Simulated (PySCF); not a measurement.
Bond stretch in HCl (cation, charge +1), doublet.

Computed with: NEVPT2 = SC-NEVPT2 on CASSCF(7,5)/cc-pVTZ, all electrons correlated run with PySCF 2.14.0; UKS-M06-2X = PySCF with unrestricted M06-2X/cc-pVTZ; UKS-BLYP = unrestricted BLYP/cc-pVTZ in PySCF 2.14.0; ROHF/cc-pVTZ (PySCF).

Energies are in eV, each relative to the lowest point of its own curve near equilibrium.

```
R / Å  NEVPT2  UKS-M06-2X  UKS-BLYP   ROHF
-----  ------  ----------  --------  -----
1.00    2.541       2.542     2.655  2.456
1.05    1.615       1.619     1.718  1.537
1.12    0.757       0.766     0.843  0.696
1.18    0.320       0.333     0.388  0.279
1.26    0.045       0.053     0.077  0.028
1.29    0.009       0.013     0.025  0.000
1.32    0.000       0.000     0.000  0.000
1.36    0.023       0.018     0.002  0.037
1.40    0.079       0.068     0.036  0.107
1.47    0.234       0.216     0.155  0.290
1.53    0.408       0.384     0.298  0.491
1.65    0.818       0.785     0.650  0.956
1.80    1.370       1.332     1.133  1.577
2.00    2.077       2.031     1.745  2.364
2.16    2.580       2.516     2.160  2.917
2.37    3.145       3.007     2.567  3.525
2.64    3.714       3.409     2.895  4.119
```

At the longest distance, 2.64 Å, ROHF lies highest above its minimum (4.119 eV) and UKS-BLYP lowest (2.895 eV).

The scan ran from 1.00 to 5.29 Å; beyond the distances shown one of the unrestricted levels run for this scan, shown here or not, changes its spin distribution in one step. The unrestricted determinant behind UKS-M06-2X, UKS-BLYP is spin-contaminated at 2.37 to 2.64 Å (<S²> up to 1.1, against 0.75 for a pure doublet).
